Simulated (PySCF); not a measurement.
TiCl2O, SMILES [O]=[Ti]([Cl])[Cl], multiplicity 1.

The structure is a stationary point at ωB97X-D3(BJ)/def2-SVP. The spin state was assumed, not searched. The isomer is the one that the SMILES or the coordinates give; other isomers of the formula were not compared.

All values below come from r2SCAN/def2-TZVPD (PySCF).

The total energy is -1845.22106 hartree. The point group is C2v. The highest occupied level is -8.30 eV and the lowest empty level is -4.76 eV. The orbital gap comes out as 3.53 eV and the dipole moment comes out as 0.57 D. The quadrupole, principal values (traceless, Buckingham form, about the centre of nuclear charge) comes out as -5.64, -4.72, 10.36 D·Å and the mean static polarisability is 64.1 bohr³ (9.50 Å³). The polarisability, principal values is 44.6, 64.2, 83.5 bohr³.
